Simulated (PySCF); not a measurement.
C2H7BClNO, SMILES CNB(Cl)OC.

Geometry: B3LYP-D3(BJ)/def2-SVP. One conformer was computed; it need not be the lowest.

The numbers are results of PBE/def2-TZVP run with PySCF, not measurements.

Computed frontier levels, gap, dipole moment and polarisability:
```yaml
highest_occupied_level: -6.07 eV
lowest_empty_level: -0.11 eV
orbital_gap: 5.95 eV
dipole_moment: 3.60 D
quadrupole, principal values (traceless, Buckingham form, about the centre of nuclear charge): -3.26, -1.23, 4.49 D·Å
mean_static_polarisability: 65.2 bohr³ (9.66 Å³)
polarisability_principal_values: 49.9, 70.4, 75.3 bohr³
```
